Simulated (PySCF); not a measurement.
**NMR data sheet: C4H8FNSi2**

```
Formula                               : C4H8FNSi2
SMILES                                : C[C@@H]1[SiH2][C@@H](F)[Si@H]1C#N
InChI                                 : InChI=1S/C4H8FNSi2/c1-3-7-4(5)8(3)2-6/h3-4,8H,7H2,1H3/t3-,4-,8+/m1/s1
Point group of the computed structure : C1
Degrees of unsaturation               : 3
Carbon signals                        : 4
Proton signals                        : 6
```

Structure with atom numbers: `[CH3:1][C@@H:2]1[SiH2:3][C@@H:4]([F:5])[Si@H:6]1[C:7]#[N:8]`; H(Xn) means a hydrogen on atom n. Ha(Si3) is cis to C1 on the ring; Hb(Si3) is trans to C1 on the ring.

How the numbers were obtained: GIAO PBE0/pcSseg-1 shieldings, coordinates at the GFN2-xTB level, in PySCF 2.14.0 with density-fitted response routines (non-relativistic Hamiltonian, equivalent nuclei averaged, isolated molecule, a single conformation).

Referencing at the same level of theory: ¹H (σ = 31.72 ppm) and ¹³C (σ = 186.93 ppm) and ²⁹Si (σ = 349.16 ppm) against TMS; ¹⁹F (σ = 170.95 ppm) vs CFCl3; ¹⁵N (σ = 267.73 ppm) vs NH3.

```tsv
carbon	δC, type	δH (multiplicity)	HMBC from (2–3 bonds)	span of the C tensor (ppm)
C1	15.6, CH3	1.32 (d)	Hb(Si3), H(Si6), Ha(Si3), H(C2)	27
C2	9.8, CH	1.70 (m)	H(C4), Hb(Si3), H(Si6), Ha(Si3), H(C1)	30
C4	88.0, CH	5.99 (m)	Hb(Si3), H(Si6), Ha(Si3), H(C2)	126
C7	122.8, C	–	H(C4), H(Si6), H(C2)	339
```

Other nuclei:
| atoms | nucleus | environment | δ (ppm) | σ (ppm) |
| --- | --- | --- | --- | --- |
| Hb(Si3) | ¹H | hydrogen on a silicon bonded to 2 C, in a 4-membered ring | 5.10 | 26.62 |
| H(Si6) | ¹H | hydrogen on a silicon bonded to 3 C, in a 4-membered ring | 4.98 | 26.74 |
| Ha(Si3) | ¹H | hydrogen on a silicon bonded to 2 C, in a 4-membered ring | 4.69 | 27.03 |
| F5 | ¹⁹F | fluorine on an sp3 carbon | -284.0 | 455.0 |
| Si3 | ²⁹Si | silicon bonded to 2 C, 2 H, in a 4-membered ring | -21.0 | 370.2 |
| Si6 | ²⁹Si | silicon bonded to 3 C, H, in a 4-membered ring | -33.1 | 382.2 |
| N8 | ¹⁵N | nitrile nitrogen | 372.6 | -104.9 |

- Carbon types of the structure: 1 × C, 2 × CH, 1 × CH3, leaving 3 H on heteroatoms.
- δC 122.8: nitrile carbon; C≡N carbons fall here, among the sp2 signals but without a proton.
- δC 88.0: sp3 CH bonded to F and 2 Si; pulled downfield by the heteroatom.
- δC 15.6: methyl carbon; aliphatic region, no heteroatom directly attached.
- δC 9.8: sp3 CH bonded to 2 Si; an electropositive neighbour leaves it electron-rich and shielded.
- δH 5.99: hydrogen on an sp3 CH bonded to F and 2 Si; its carbon carries F, which withdraws density.

Splittings by ¹⁹F in the carbon and heteronuclear signals aren't shown, as no couplings were computed. Shifts are as computed. Against solution values, carbons near 30 ppm lie about +3 ppm off and those near 130 ppm about +5 ppm. Of 1211 compounds with measured shifts, 218 miss one by over three times the rms of a fit or turn the order of signals round; such compounds aren't used in these exercises. Unscaled 19F shifts against computed CFCl3 carry errors that often reach 10 to 50 ppm. Experimental scales use liquid or dissolved standards, which lie at an offset from isolated NH3 (liquid NH3: subtract about 20 ppm). Unscaled 15N shifts of sp2 nitrogen come out 20 to 40 ppm too high even then. Multiplicities follow the n + 1 count of equivalent neighbours, as no J values were calculated; m marks all less simple cases, F and P coupling included.
